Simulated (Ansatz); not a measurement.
Method: frozen-core CCSD(T)/cc-pVTZ // B3LYP-D3(BJ)/def2-TZVP in Ansatz (a program for electronic structure).

Ansatz 0.2 input:
```yaml
crystal:
  periodic: [false, false, false]
  atoms:
    - { symbol: Ga, position_ang: [0.000057, 0.000039, 0.000124] }
    - { symbol: H, position_ang: [1.532091, -0.339584, -0.016013] }
    - { symbol: H, position_ang: [-0.472032, 1.49662, 0.006793] }
    - { symbol: H, position_ang: [-1.060116, -1.157076, 0.009097] }
basis:
  gaussian: { orbitals: cc-pVTZ }
correlation:
  method: ccsd_t
```

Output:

```
Functional definition: HF
508 factors; integrals over basis functions are off by at most 1.7e-3 eV
mean field evaluation 1: about -52381.5332 eV, gradient 9.3e0 eV
mean field evaluation 2: about -52381.5412 eV, gradient 9.3e0 eV
mean field evaluation 4: about -52381.9504 eV, gradient 1.5e0 eV
mean field evaluation 8: about -52381.9547 eV, gradient 3.5e-5 eV
mean field evaluation 16: about -52381.9547 eV, gradient 9.0e-2 eV
mean field -52381.95469652 eV, -1925.0013293328 hartree, gradient 1.1e-6 eV, S^2 0.000000; 0 other end points of the search recorded, 0 dependent functions left out
9 core orbitals not correlated
reference -52381.95469652 eV, -1925.0013293328 hartree; 8, 8 occupied and 68, 68 virtual orbitals, 508 factors
second order -4.81374872 eV of doubles, -0.00000000 eV of singles
cycle   1  -5.03357483 eV  change   -2.2e-1 eV  update   7.4e-2
cycle   2  -5.30816302 eV  change   -2.7e-1 eV  update   2.3e-2
cycle   3  -5.34924608 eV  change   -4.1e-2 eV  update   1.0e-2
cycle   4  -5.34848151 eV  change    7.6e-4 eV  update   2.1e-3
cycle   5  -5.34861714 eV  change   -1.4e-4 eV  update   6.1e-4
cycle   6  -5.34837846 eV  change    2.4e-4 eV  update   1.6e-4
cycle   7  -5.34837213 eV  change    6.3e-6 eV  update   3.8e-5
cycle   8  -5.34838861 eV  change   -1.6e-5 eV  update   1.2e-5
perturbative correction -0.21080365 eV, -0.0077468914 hartree
Total energy: -52387.51388878 eV, -1925.2056258805 hartree
```

Cost: about 1.7 core-seconds (a rough figure).
